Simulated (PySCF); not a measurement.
## Tin: a sound run and one with changed settings

Sound run: Sn [Kr] 4d10 5s2 5p2, Sn⁺ [Kr] 4d10 5s2 5p1. All numbers are calculated (PySCF 2.14, a scalar-relativistic core potential, in cc-pVDZ-PP with ECP28MDF). The sound run starts from symmetry-adapted Hartree-Fock orbitals and uses a fine grid where one is needed.

Changed run: basis STO-3G, all-electron and non-relativistic. This setting is unsound on purpose.

| species | method | sound run (hartree) | changed run (hartree) | converged |
| --- | --- | --- | --- | --- |
| Sn | UHF | -213.33481 | -5963.20613 | yes |
| Sn | M06-L | -214.39162 | -5965.31138 | yes |
| Sn | TPSS | -214.15535 | -5964.90003 | yes |
| Sn⁺ | UHF | -213.08277 | -5963.08043 | yes |
| Sn⁺ | M06-L | -214.13409 | -5965.15137 | yes |
| Sn⁺ | TPSS | -213.88921 | -5964.74444 | yes |

Ionisation energy of Sn:

| method | sound run (eV) | changed run (eV) |
| --- | --- | --- |
| UHF | 6.858 | 3.421 |
| M06-L | 7.008 | 4.354 |
| TPSS | 7.242 | 4.234 |

A minimal basis cannot let orbitals breathe on ionisation and holds almost no correlation. The Hamiltonian changed with the basis, so the totals do not compare.

For comparison, NIST gives 7.344 eV between the lowest levels.
